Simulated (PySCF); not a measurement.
HCl$_{3}$OZr (SMILES [OH][Zr]([Cl])([Cl])[Cl]), singlet, geometry from GFN2-xTB (such geometries of metal compounds can be far from the true shape) (core potentials on Zr).

Input for PySCF:
```python
from pyscf import gto, scf, dft

mol = gto.Mole()
mol.atom = '''
    Zr   -0.293985    0.170529    0.005257
    Cl    1.512913    1.302489   -0.752786
    Cl    0.453025   -0.609381    1.993864
    Cl   -0.236011   -1.696572   -1.272012
    O    -1.868833    1.084038    0.033418
    H    -2.698716    1.565421    0.048257
'''
mol.basis = 'def2-sv(p)'
mol.ecp = {'Zr': 'def2-sv(p)'}
mol.charge = 0
mol.spin = 0
mol.verbose = 3
mol.build()

mf = dft.RKS(mol)
mf.xc = 'pbe'
mf = mf.density_fit(auxbasis='def2-universal-jkfit')
mf.kernel()
```

What is the computed total energy (DF-PBE/def2-SV(P) (PySCF))?

-1502.625586 Ha

What nuclear repulsion energy does DF-PBE/def2-SV(P) give?

376.7535 Eh

Estimate the dipole moment that DF-PBE/def2-SV(P) returns for this input.

3.94 D

What number of basis functions does DF-PBE/def2-SV(P) give?

94

Roughly what does it cost on one core?

very roughly 12 core-seconds.
